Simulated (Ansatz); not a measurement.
Diatomic TiP, multiplicity 6 (lowest of 2S+1 = 2, 4, 6, 8 at CCSD(T)/def2-TZVPP on PBE0 minima; our sources give no spin for the ground state, which may be another). No spin–orbit coupling. Ti is treated without relativity. The T1 diagnostic near the minimum is 0.056, so single-reference values are doubtful.

Seven points along R, fitted to fifth degree in 1/R; most abundant isotopes. In def2 and cc sets the state is the lowest found near the PBE0 minimum, followed along R.

Correlated levels freeze the inner cores; with def2 sets outer-core shells near the valence are correlated too.

Programs: Ansatz (Gaussian basis) for Hartree–Fock, density functionals and correlated methods. Values without a source in brackets are computed.

Task: What bond length and harmonic frequency does B97M-V/def2-TZVPP give?

Result: r_e = 2.531 Å, ω_e = 312 cm⁻¹.

Task: What bond length and harmonic frequency does CCSD/def2-TZVPP give?

Result: r_e = 2.562 Å, ω_e = 306 cm⁻¹.

Task: What bond length and harmonic frequency does CCSD(T)/def2-TZVPP give?

Result: r_e = 2.552 Å, ω_e = 305 cm⁻¹.

Doubts at one or more of the structures used: T1 above 0.05 (CCSD/def2-TZVPP, CCSD(T)/def2-TZVPP).

Ansatz is a quantum-chemistry and plane-wave program.
